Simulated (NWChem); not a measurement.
**Excited singlets of Cl₂Te by symmetry**

```xyz
3

Te     0.0000     0.0000    -0.5985
Cl     1.8101     0.0000     0.9154
Cl    -1.8101     0.0000     0.9154
```
Charge 0, spin multiplicity 1.

The numbers come from NWChem runs, not from measurements. The geometry was optimised at PBE0/def2-SVP with def2 effective core potentials on Te, a minimum by its harmonic frequencies.

Basis set: def2-SVPD. Symmetry labels belong to the abelian group C2v used in the runs, with the axes of the coordinates shown. Entries are the lowest vertical excitation energy of each symmetry in eV (for CIS and TDDFT among the lowest few roots); a state of one symmetry need not have the same character in every method. Symmetries that some method's roots don't reach, or where a double excitation leads the EOM-CCSD root, are left out.

Effective core potentials replace the inner electrons of Te; spin-orbit coupling is left out. The correlated methods keep 14 core orbitals frozen. B3LYP has NWChem's definition, with VWN1-RPA local correlation. The structure started from a generated list of species. Coupled-cluster values serve here as a point of comparison, not as the truth.

```
method            a2    b2
--------------  ----  ----
CIS             2.77  2.96
TD-PBE          2.16  2.07
TD-B3LYP        2.26  2.20
TD-LDA (SVWN5)  2.10  2.00
EOM-CCSD           ?     ?
```

Q: Fill in the missing entries.

A: 
- EOM-CCSD, a2: 2.59
- EOM-CCSD, b2: 2.64
